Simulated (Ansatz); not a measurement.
Reaction (homolysis of the O–Si bond): `BO[SiH2][SiH2]O` → `B[O]`• + `O[SiH2][SiH2]`•

Isolated molecules relaxed with PBE0-D4/def2-TZVP in Ansatz; ΔE leaves out vibrations. CBS: MP2 limit from def2 TZ/QZ plus the TZ coupled-cluster correction, frozen cores. This one scheme is used for every species. Functionals use def2-TZVPP. Open shells (•) are unrestricted, without spin–orbit coupling. Each species was taken in one conformer, which may not be the lowest.

(1) What is ΔE at CCSD(T)/CBS? (Best estimate.)

(2) What do these levels give: LDA (SPW92), PBE-D4, CAM-B3LYP-D4, PBE-QIDH, revPBE, RPA@PBE/def2-TZVPP? (Estimate.)

Largest T1 diagnostic among the species: 0.040.

Results:

(1) Ansatz gave: +451.9 kJ/mol.

(2) Computed: LDA (SPW92) 439.2, PBE-D4 388.9, CAM-B3LYP-D4 429.2, PBE-QIDH 443.6, revPBE 361.3, RPA@PBE/def2-TZVPP 414.2 kJ/mol.

The D4 term adds +11.2 kJ/mol with B3LYP and +6.4 kJ/mol with PBE0; it sums over pairs of atoms, weighted by their polarisabilities, and B3LYP, whose exchange is more repulsive, gets the larger term. At CCSD(T), def2-SVP lies −48.1 kJ/mol from the extrapolated value and def2-TZVPP −15.5 kJ/mol: correlation converges slowly with the basis, and small sets miss more of it in the bonded molecule than in its fragments. From BLYP to BHLYP (50 % exact exchange), in def2-TZVPP and without D4, ΔE moves by +44.2 kJ/mol.

B3LYP here is the variant with VWN-RPA as its local correlation; programs differ in this.
